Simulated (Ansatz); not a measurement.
Geometry optimisation, UKS PBE-D4/def2-SVP (Ansatz 0.2.0).

Input:

```yaml
crystal:
  periodic: [false, false, false]
  atoms:
    - { symbol: C, position_ang: [0.20971, 1.62044, -2.13605] }
    - { symbol: C, position_ang: [0.374, 1.02652, -1.09708] }
    - { symbol: Si, position_ang: [0.63427, 0.13922, 0.47479] }
    - { symbol: C, position_ang: [-0.58449, -1.15421, 1.05588] }
    - { symbol: H, position_ang: [-0.451, 0.68704, -1.72336] }
    - { symbol: H, position_ang: [1.83379, 0.52474, 1.19783] }
    - { symbol: H, position_ang: [-1.39559, -1.29502, 0.33559] }
    - { symbol: H, position_ang: [-0.10081, -2.12273, 1.20298] }
    - { symbol: H, position_ang: [-1.03634, -0.87722, 2.01146] }
total_charge: 1
magnetization:
  spin_polarized: true
basis:
  gaussian: { orbitals: def2-SVP }
hamiltonian:
  xc: pbe
  dispersion: d4
relax:
  f_tol: 0.02
  max_steps: 50
output:
  orbitals: {}
```

Command:

```bash
$ ansatz run input.yaml --threads 2 --pin off --max-ram 3072MiB --backend cpu --events-out ev --progress --plain --runs-dir out
```

Where does it end, and by what steps?

It converged. After 27 steps the energy has fallen by 3.207 eV; H5 moved furthest, 1.69 Å. The start is strongly strained (largest force component 9 eV/Å), so its close contacts needn't be bonds. Parted: C1–H5 (1.22 → 2.32 Å), C2–Si3 (1.82 → 3.00 Å). Joined: C1–Si3 (3.03 → 1.77 Å).

```csv
step,energy less start (eV),largest force component (eV/Å),accepted
0,0.0000,8.917,yes
1,-0.6450,2.025,yes
2,-0.7753,0.358,yes
3,-0.7999,0.544,yes
4,-0.8298,0.583,yes
5,-0.8847,0.340,yes
6,-0.9020,1.482,yes
7,-1.0068,0.586,yes
8,-1.0364,1.771,yes
9,-1.0806,1.122,yes
10,-1.1590,1.353,yes
11,-1.2342,2.509,yes
12,-1.2576,3.906,yes
13,-1.5327,3.242,yes
14,-1.9078,3.226,yes
15,-2.2679,0.793,yes
16,-2.5006,2.297,yes
17,-2.6950,1.462,yes
18,-2.8437,1.043,yes
19,-2.9532,0.630,yes
20,-3.0494,0.441,yes
21,-3.1209,0.358,yes
22,-3.1672,0.344,yes
23,-3.1985,0.269,yes
24,-3.1877,0.683,no
25,-3.2046,0.127,yes
26,-3.2055,0.199,yes
27,-3.2065,0.006,yes
```

```xyz
9
Properties=species:S:1:pos:R:3
C 0.026 0.770 -1.045
C -0.340 1.271 -2.113
Si 0.566 0.063 0.485
C -0.352 -1.269 1.340
H -0.661 1.713 -3.055
H 1.820 0.622 1.062
H -1.214 -1.637 0.751
H 0.345 -2.105 1.575
H -0.708 -0.880 2.323
```

Whether the end is a true minimum wasn't checked by a vibrational analysis.

Run time: 31 s on 2 threads of Intel(R) Xeon(R) 6975P-C (Granite Rapids), on a shared host, peak memory 0.16 GiB.
